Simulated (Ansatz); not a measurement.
Question: Name a neutral molecule of Al, B, C, N and H with zero-point energy (PBE0-D4/def2-TZVP) between 163 and 179 kJ/mol and HOMO energy (PBE0/def2-TZVPP) between -6.15 and -5.85 eV (Ansatz, PBE0-D4/def2-TZVP geometry).

Answer: `[CH3][Al]1[BH][NH]1` (166.5 kJ/mol, -5.92 eV). Other molecules can fit too; these were computed, each in one conformer that needn't be the lowest.
